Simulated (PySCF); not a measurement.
Run record: geometry optimisation, `C[SiH2]CC[SiH3]`.

Method: PBE0-D3(BJ)/def2-SVP geometry optimisation, gas phase (PySCF 2.14.0). Start geometry: GFN2-xTB. A driver script takes a list of jobs; this job's settings line and coordinates (Å) are shown.

Input:
```
{"job": {"xc": "PBE0", "basis": "def2-SVP", "d3": "d3bj", "grid": 1, "kind": "geom"}, "charge": 0, "multiplicity": 1}
C     -2.990401     0.366842    -0.145905
Si    -1.508032    -0.616610     0.513728
C      0.108089     0.220415    -0.045071
C      1.357610    -0.504278     0.456659
Si     2.967294     0.347283    -0.089507
H     -3.924972    -0.083169     0.173276
H     -2.996480     0.399197    -1.231472
H     -2.980478     1.392078     0.213012
H     -1.552879    -0.659874     1.982782
H     -1.555915    -1.992231    -0.002740
H      0.130415     1.253688     0.308880
H      0.141228     0.272734    -1.135627
H      1.342039    -1.534430     0.095247
H      1.320134    -0.567101     1.546059
H      3.036593     0.359781    -1.553119
H      2.976063     1.728186     0.400224
H      4.122695    -0.370481     0.452049
```

Output:
```
step   0  E = -699.87073862  max force = 0.020615
step   1  E = -699.87413648  max force = 0.003540
step   2  E = -699.87429774  max force = 0.001209
step   3  E = -699.87431398  max force = 0.000183
step   4  E = -699.87431680  max force = 0.000300
optimisation converged
```

Energies in Eh; «max force» is the largest Cartesian gradient component in Eh/bohr.

Question: How much energy does the optimisation release, in kJ/mol?

Answer: E(step 0) − E(last step) = 0.003578 Eh, which is 9.4 kJ/mol.

Question: Give the first gradient maximum in eV/Å.

Answer: With 1 Eh/bohr = 51.422 eV/Å, 1.060 eV/Å.

Main results: final energy -699.87432 Eh after 4 steps; dipole 0.86 D.

Question: Estimate the wall time. Hardware: an Arm Neoverse V1 with one thread (shared host).

Answer: About 35 s.
Labels such as C1 count atoms from 1, the log's own numbers from 0.
